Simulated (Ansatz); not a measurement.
Born–Oppenheimer molecular dynamics of CH4Cl2Sn (8 atoms, charge 0, multiplicity 1). It starts at the highest image of a converged band. Of that band: Neighbouring images differ by up to 1.9 eV, so the band resolves the path poorly. A vibrational analysis at the climbing image gives one clearly imaginary mode, 1142i cm⁻¹: a first-order saddle point.

Computed with RKS B3LYP-D4/def2-SVP in Ansatz 0.2.0.

```yaml
ensemble: NVE (velocity Verlet)
time_step: 0.5 fs
steps_asked: 200
starting_velocities_drawn_for: 300 K
seed: 6862
```

First frame:

```xyz
8
Properties=species:S:1:pos:R:3
Sn -0.316 -0.020 0.598
H 0.748 0.035 1.919
C 2.124 0.010 0.439
H 2.401 -1.041 0.284
H 2.191 0.611 -0.481
H 2.703 0.479 1.245
Cl -0.582 1.875 -0.800
Cl -0.464 -1.949 -0.768
```

Q: How far do the bonds stretch over the last three quarters of this one trajectory? (Pairs bonded in most of those frames.)

A: 
```csv
bond,mean (Å),spread (Å),shortest,longest
Sn1–H2,1.882,0.177,1.57,2.14
Sn1–C3,2.204,0.126,2.01,2.39
Sn1–Cl7,2.391,0.014,2.36,2.41
Sn1–Cl8,2.424,0.047,2.35,2.49
C3–H4,1.103,0.026,1.05,1.15
C3–H5,1.106,0.024,1.07,1.15
C3–H6,1.105,0.026,1.06,1.16
```

Mean temperature of the second half: 1898 K. The conserved energy stayed within 0.29 meV per atom of its start (net change -0.14 meV per atom), so the integration is sound. The kinetic energy rose, since the run started high on the potential surface and went downhill. A run of 0.1 ps of so small a system gives no equilibrium averages. The orbitals stay closed-shell, which can raise the energy where a bond breaks towards radicals; this wasn't checked here.

The run took 9.4 min on 2 threads of Arm Neoverse V2, with other jobs on the host, peak memory 0.22 GiB.
